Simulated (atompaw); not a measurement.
**Logarithmic derivatives: Hf, PAW (atompaw)**

```
Element                 : hafnium (Hf)
Generator               : atompaw 4.2.0.5
Type                    : PAW
Functional              : PBE
Relativity              : scalar-relativistic
Frozen core             : [Kr] 4d10 4f14
Valence charge          : 12
Reference configuration : 5s2 5p6 5d2 6s2 6p0
Partial waves           : 5s (bound): rc 1.85 bohr; 6s (bound): rc 2.30 bohr; 5p (bound): rc 1.95 bohr; 6p (bound, empty): rc 2.30 bohr; 5d (bound): rc 2.30 bohr; 5d channel at 1.05 Ry: rc 2.30 bohr
Local potential         : ultrasoft scheme with l = 3 at 0 Ry, radius 1.95 bohr
Core correction         : smooth core density matched at 1.95 bohr
Augmentation charge     : besselshape compensation charge, radius 1.95 bohr; PAW radius 2.30 bohr; waves and projectors: custom polynom2 7 10 vanderbiltortho
```

The phase is arctan(r·u′/u) with u = r·R(r), unwrapped; energies in Ry, scanned from -7 to 5 Ry. A pole is an energy at which the radial function vanishes at the test radius. The pseudo phase is shifted by a multiple of π to meet the all-electron one at the reference energy, and phase errors are pseudo minus all-electron; the curves can meet again beyond the range given. Levels narrower than the energy grid can be missing from the lists of poles.

**Question.** For each channel, where are the poles, and over which energies does the pseudopotential scatter like the atom?

**Answer.**

```tsv
channel	radius (bohr)	reference energy (Ry)	poles, all-electron	poles, pseudo	unbroken range about the reference energy with phases within 0.05 rad	phase error 1 Ry above the reference energy (rad)
s	2.30	-0.38	-4.80, 4.71	-4.80, 4.37	the whole range	-0.011
p	2.30	-0.10	-2.25	-2.25	the whole range	-0.000
d	2.30	-0.20	1.20	1.20	below 4.5	+0.000
```

Phases in the d channel:

```tsv
E (Ry)	all-electron	pseudo
-7.00	1.402	1.402
-6.52	1.395	1.396
-6.04	1.388	1.388
-5.56	1.379	1.380
-5.08	1.369	1.370
-4.60	1.358	1.358
-4.12	1.343	1.344
-3.64	1.326	1.326
-3.16	1.304	1.304
-2.68	1.274	1.274
-2.20	1.230	1.231
-1.72	1.162	1.162
-1.24	1.032	1.032
-0.76	0.702	0.703
-0.28	-0.341	-0.341
0.20	-1.183	-1.183
0.68	-1.444	-1.444
1.16	-1.563	-1.563
1.64	-1.638	-1.638
2.12	-1.698	-1.697
2.60	-1.756	-1.755
3.08	-1.822	-1.820
3.56	-1.911	-1.906
4.04	-2.054	-2.040
4.52	-2.334	-2.288
5.00	-2.956	-2.819
```
